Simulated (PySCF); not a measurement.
C₃H₄BF₃. Atoms are numbered in the order given.

```xyz
11

C     -1.2727    -1.5638     0.0000
C      0.1766    -1.2220     0.0000
F      0.9461    -2.3298     0.0000
C      0.7852    -0.0101     0.0000
B      0.0844     1.3581     0.0000
F      0.8008     2.4864     0.0000
F     -1.2493     1.5150     0.0000
H     -1.5101    -2.1828    -0.8904
H     -1.5101    -2.1828     0.8904
H     -1.9024    -0.6591     0.0000
H      1.8873    -0.0349     0.0000
```
Charge 0, spin multiplicity 1.

Geometry optimised at PBE-D3(BJ)/def2-SVP. The structure was generated by enumeration; whether it is a known compound was not checked. The values are those of a single conformer.

Method: PySCF with PBE0/pcSseg-1.

GIAO shieldings, no solvent; atoms listed in one row are averaged. δ = σ(ref) − σ: ¹³C against TMS (σ = 186.3 ppm); ¹⁹F against CFCl3 (σ = 167.2 ppm); ¹¹B against BF3 (σ = 88.8 ppm); ¹H against TMS (σ = 31.56 ppm), references at their B3LYP-D3(BJ)/def2-TZVP geometries, non-relativistic.

| nucleus | atoms | count | δ (ppm) |
|---|---|---|---|
| ¹³C | C2 | 1 | 198.2 |
| ¹³C | C4 | 1 | 99.0 |
| ¹³C | C1 | 1 | 23.6 |
| ¹⁹F | F3 | 1 | -28.2 |
| ¹⁹F | F6 | 1 | -79.1 |
| ¹⁹F | F7 | 1 | -94.5 |
| ¹¹B | B5 | 1 | 14.8 |
| ¹H | H11 | 1 | 5.42 |
| ¹H | H8, H9, H10 | 3 | 2.82 |
